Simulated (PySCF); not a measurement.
**[Pb(OH)3]− at several levels of theory**

Computed with PySCF 2.14.0 (density fitting, no spin-orbit coupling) at the geometry relaxed with PBE0:

```xyz
7
[Pb(OH)3]− (singlet)
Pb    0.0000    0.0000   -0.2381
O     1.7433   -0.2240    1.0692
H     1.5003    0.4742    1.6949
O    -0.6777    1.6217    1.0692
H    -1.1608    1.0622    1.6949
O    -1.0656   -1.3977    1.0692
H    -0.3395   -1.5364    1.6949
```

```json
{"level": "PBE0", "basis": "Pb def2-SVP with ECP60, O def2-SVP, H def2-SVP", "state": "singlet", "HOMO (eV)": "-1.40", "gap (eV)": "6.52", "charge on Pb1 (e)": "0.48", "dipole about the centre of mass (D)": "3.13", "largest force component (eV/Å)": "0.01"}
{"level": "PBE0", "basis": "Pb def2-TZVP with ECP60, O def2-TZVP, H def2-TZVP", "state": "singlet", "HOMO (eV)": "-1.89", "gap (eV)": "6.23", "charge on Pb1 (e)": "0.64", "dipole about the centre of mass (D)": "3.70", "largest force component (eV/Å)": "0.36"}
```

Charges are Mulliken's, which hang on the basis. The relaxation used the grid (50, 194), these runs (75, 302) or, all-electron (x2c bases, spin-free X2C Hamiltonian), (99, 590).

A further run in the first row's basis gives HOMO (eV) -0.05, gap (eV) 4.66, charge on Pb1 (e) 0.37, dipole about the centre of mass (D) 2.83, largest force component (eV/Å) 0.64. Which level was it?
A. BLYP
B. TPSS

B. The others give HOMO 0.18 eV (BLYP).

In the first row's basis the gap widens with exact exchange: 4.4 to 4.7 eV for BLYP, TPSS (none); 6.5 eV for PBE0 (a fixed share).

The highest filled level of some runs lies above zero, as often for anions with such functionals and bases.
